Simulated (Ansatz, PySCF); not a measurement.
Spin states of HOSc (SMILES [OH][Sc]), each relaxed with B3LYP-D3(BJ)/def2-TZVP.
State 1 (charge 0, multiplicity 1):
```xyz
3

Sc    -0.955    -0.837    -0.852
O      0.164     0.173     0.130
H      0.758     0.711     0.652
```
State 2 (charge 0, multiplicity 3):
```xyz
3

Sc    -0.9873    -0.8580    -0.8794
O      0.1796     0.1856     0.1435
H      0.7746     0.7198     0.6654
```

Singlets are restricted, other states unrestricted; no spin–orbit coupling, no relativity up to Kr; see below for the cores. The largest T1 diagnostic is 0.028.

Correlated levels freeze the inner cores; with def2 sets outer-core shells near the valence are correlated too. CBS(a, b) extrapolates the correlation energy as X⁻³ and adds the Hartree–Fock energy of set b.

The values were computed with Ansatz (Gaussian basis) for Hartree–Fock, density functionals and correlated methods; PySCF for the dispersion terms. Each number belongs to the level named beside it.

```
level                              energy of the multiplicity-3 state less that of the multiplicity-1 state (kcal/mol)
---------------------------------  -----------------------------------------------------------------------------------
SVWN5/def2-TZVPP                                                                                                  5.50
r2SCAN-D3(BJ)/def2-TZVPP                                                                                         -7.37
r2SCAN-D4/def2-TZVPP                                                                                             -7.37
B3LYP/def2-TZVPP                                                                                                  0.66
B3LYP-D4/def2-TZVPP                                                                                               0.68
CAM-B3LYP/def2-TZVPP                                                                                              0.32
CAM-B3LYP-D4/def2-TZVPP                                                                                           0.33
wB97M-V/def2-TZVPP                                                                                                4.68
CCSD(T)/CBS(def2-SVP, def2-TZVPP)                                                                                  ___
```

### Question
Complete the blanks.

### Answer

- CCSD(T)/CBS(def2-SVP, def2-TZVPP), energy of the multiplicity-3 state less that of the multiplicity-1 state (kcal/mol): 12.82

Doubts at one or more of the structures used: a restricted determinant that unrestricted orbitals would lower (CCSD(T)/CBS(def2-SVP, def2-TZVPP)).

Ansatz is a first-principles code.
